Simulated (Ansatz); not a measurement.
```yaml
crystal:
  periodic: [false, false, false]
  atoms:
    - {symbol: C, position_ang: [-1.042655, 0.326264, -0.583988]}
    - {symbol: N, position_ang: [-0.159034, -0.879417, 0.265436]}
    - {symbol: C, position_ang: [1.101093, -0.073661, 0.417599]}
    - {symbol: Zn, position_ang: [1.236893, 0.958996, -1.080896]}
    - {symbol: O, position_ang: [-0.628817, 0.772522, -1.615160]}
    - {symbol: H, position_ang: [-1.306202, 1.013089, 0.360160]}
    - {symbol: H, position_ang: [-1.972937, -0.491584, -0.510029]}
    - {symbol: H, position_ang: [-0.599588, -1.316643, 0.841022]}
    - {symbol: H, position_ang: [2.030090, -0.917914, 0.731467]}
    - {symbol: H, position_ang: [1.155043, 0.541211, 1.459087]}
basis:
  gaussian: {orbitals: def2-TZVPD}
magnetization: {spin_polarized: true, initial_magnetization: 1}
hamiltonian: {xc: {name: SPW92}}
scf: {lower_state_search: light}
output: {forces: true}
```

```sh
$ ansatz run in.yaml --threads 2 --pin off --events-out ev --progress --plain --max-ram 32768MiB --backend cpu
```

Output, abridged:

```
Error: a molecule whose nuclei and cores have a total charge of 62 cannot have a net charge of 0 together with 1 unpaired electrons
```

Q: Something in this input is off. What?

A: The number of unpaired electrons doesn't fit the electron count. The program refused the input.
